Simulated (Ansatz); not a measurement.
Reaction (hydrogenolysis of a C–Si bond): `B[SiH2]OC[SiH3]` + H₂ → `B[SiH2]OC` + SiH₄

Gas-phase electronic energies from Ansatz, PBE0-D4/def2-TZVP geometries. CCSD(T)/CBS adds triple-zeta CCSD(T) − MP2 to the extrapolated MP2 energy (def2 sets, frozen cores). This one scheme is used for every species. Functionals use def2-TZVPP. B3LYP here is the variant with VWN-RPA as its local correlation; programs differ in this. One conformer a species, not always the lowest.

`B[SiH2]OC[SiH3]`:

```xyz
14

B     0.793    2.620   -0.346
Si   -0.862    1.589    0.127
O    -0.618    0.010    0.554
C    -0.016   -0.901   -0.352
Si    0.232   -2.557    0.524
H     0.703    3.800   -0.528
H     1.876    2.131   -0.481
H    -1.760    1.658   -1.072
H    -1.566    2.206    1.283
H    -0.644   -1.042   -1.242
H     0.955   -0.525   -0.707
H    -1.077   -3.098    0.970
H     1.122   -2.380    1.699
H     0.861   -3.513   -0.429
```

H₂:

Z-matrix (Å, degrees):
```
H
H 1 0.746
```

`B[SiH2]OC`:

```xyz
11

B    -0.302   -2.047   -1.231
Si   -0.349   -0.136   -0.644
O     0.444    0.069    0.786
C     0.553    1.327    1.407
H     0.232   -2.914   -0.607
H    -0.836   -2.348   -2.259
H     0.263    0.736   -1.698
H    -1.771    0.318   -0.511
H     1.073    2.049    0.766
H    -0.432    1.737    1.661
H     1.126    1.208    2.329
```

SiH₄:

Z-matrix (Å, degrees):
```
Si
H 1 1.485
H 1 1.485 2 109.5
H 1 1.485 2 109.5 3 -120.0
H 1 1.485 2 109.5 3 120.0
```

CCSD(T)/CBS gives -0.41 eV.

(1) Another level gave -0.53 eV. Which?
A. PBE0/def2-TZVPP
B. B3LYP/def2-TZVPP
C. r2SCAN/def2-TZVPP
D. PBE-D4/def2-TZVPP

Largest T1 diagnostic among the species: 0.012.

Results:

(1) B. B3LYP -0.53, r2SCAN -0.42, PBE0 -0.48, PBE-D4 -0.37 eV.

In def2-TZVPP, CCSD(T) changes the Hartree–Fock value by +0.26 eV (the triples alone add +0.05 eV) and MP2 by +0.31 eV. From PBE to PBE0 (25 % exact exchange), in def2-TZVPP and without D4, ΔE moves by −0.04 eV. The D4 term adds +0.11 eV with B3LYP and +0.06 eV with PBE0; it sums over pairs of atoms, weighted by their polarisabilities, and B3LYP, whose exchange is more repulsive, gets the larger term.
